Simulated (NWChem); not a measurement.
# CH5FOSi; SMILES O[SiH](F)C

```xyz
9

Si     0.0148     0.0859     0.3597
C     -0.2696    -1.6583    -0.2147
O     -1.1028     1.1523    -0.2272
F      1.4960     0.5177    -0.1602
H     -0.0147     0.2436     1.8323
H     -1.2660    -2.0155     0.0880
H      0.4835    -2.3356     0.2175
H     -0.1949    -1.7345    -1.3112
H     -1.2563     1.1654    -1.1761
```
Atoms are numbered in this order, from 1.

Program: NWChem. Coordinates come from a PBE0/def2-SVP optimisation. GIAO values for the isolated, static molecule; σ is the absolute isotropic shielding, δ = σ(reference) − σ with the isolated reference molecule computed at the same levels (13C: tetramethylsilane, 19F: trichlorofluoromethane, 1H: tetramethylsilane, 17O: water, 29Si: tetramethylsilane).

Task: Predict the results for PBE/pcSseg-1. Quantities: δ Si1 (ppm); δ C2 (ppm); δ O3 (ppm); δ F4 (ppm); δ H5 (ppm); δ H6 (rotor mean) (ppm); δ H9 (ppm).

Result: 
```
Property                  Value
-----------------------  ------
δ Si1 (ppm)                -2.1
δ C2 (ppm)                  0.2
δ O3 (ppm)                 74.3
δ F4 (ppm)               -159.1
δ H5 (ppm)                 4.97
δ H6 (rotor mean) (ppm)    0.15
δ H9 (ppm)                 1.81
```
